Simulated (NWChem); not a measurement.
# CHOS cation; SMILES [OH+]=C=S

**Question.** Give the equilibrium geometry at PBE0-D3(BJ)/def2-TZVP (NWChem) as a Z-matrix, with the point group.

**Answer.** point group Cs; any orientation.
```
C
O 1 1.2270
H 2 0.9813 1 119.39
S 1 1.4941 3 158.39 2 180.00
```
